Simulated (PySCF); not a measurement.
C2HF4 (SMILES F[CH]C(F)(F)F), doublet, geometry from GFN2-xTB. Base run: HF/6-31G run with PySCF.

Here is a job for PySCF.
```python
from pyscf import gto, scf, solvent

mol = gto.Mole()
mol.atom = '''
    F     1.82382863   -0.89022420   -0.11433946
    C     1.11755755    0.22069307   -0.24650654
    C    -0.34237666    0.17040321    0.01126062
    F    -0.65163776    0.02072628    1.32036711
    F    -0.96044864   -0.83215933   -0.62622722
    F    -0.91346910    1.31463171   -0.38170343
    H     1.66445673    1.13665238   -0.37139760
'''
mol.basis = '6-31g'
mol.spin = 1
mol.verbose = 4
mol.build()

mf = scf.UHF(mol)
mf.kernel()
mf.analyze()
```

The base run was repeated with changes; each row names its change, and settings that it needs were set with it.

```json
[
 {"change": "base", "ΔE vs base (kcal/mol)": "0.000", "dipole (D)": "2.53"},
 {"change": "model = IEF-PCM; solvent = methanol", "ΔE vs base (kcal/mol)": "-5.22", "dipole (D)": "2.89"},
 {"change": "model = IEF-PCM; solvent = dimethylsulfoxide", "ΔE vs base (kcal/mol)": "-5.30", "dipole (D)": "2.89"},
 {"change": "model = COSMO; solvent = chloroform", "ΔE vs base (kcal/mol)": "-3.80", "dipole (D)": "2.79"},
 {"change": "model = C-PCM; solvent = chloroform", "ΔE vs base (kcal/mol)": "-4.23", "dipole (D)": "2.82"},
 {"change": "model = ddCOSMO; solvent = chloroform", "ΔE vs base (kcal/mol)": "-3.36", "dipole (D)": "2.77"},
 {"change": "model = SS(V)PE; solvent = chloroform", "ΔE vs base (kcal/mol)": "-3.74", "dipole (D)": "2.79"},
 {"change": "model = IEF-PCM; solvent = chloroform; vdw_scale = 1.1", "ΔE vs base (kcal/mol)": "-5.47", "dipole (D)": "2.84"},
 {"change": "model = IEF-PCM; solvent = toluene", "ΔE vs base (kcal/mol)": "-2.51", "dipole (D)": "2.70"},
 {"change": "model = IEF-PCM; solvent = chloroform; vdw_scale = 1.4", "ΔE vs base (kcal/mol)": "-2.19", "dipole (D)": "2.72"},
 {"change": "model = IEF-PCM; solvent = chloroform; vdw_scale = 1.0", "ΔE vs base (kcal/mol)": "-8.42", "dipole (D)": "2.90"},
 {"change": "model = IEF-PCM; solvent = chloroform; lebedev_order = 41", "ΔE vs base (kcal/mol)": "-3.83", "dipole (D)": "2.79"}
]
```

The base is the gas phase, so ΔE is the electrostatic part of solvation at a fixed geometry, without cavity and dispersion terms.

Open shells are given as the SCF converged; they aren't shown to be the lowest states, and a large step between rows can be another state.
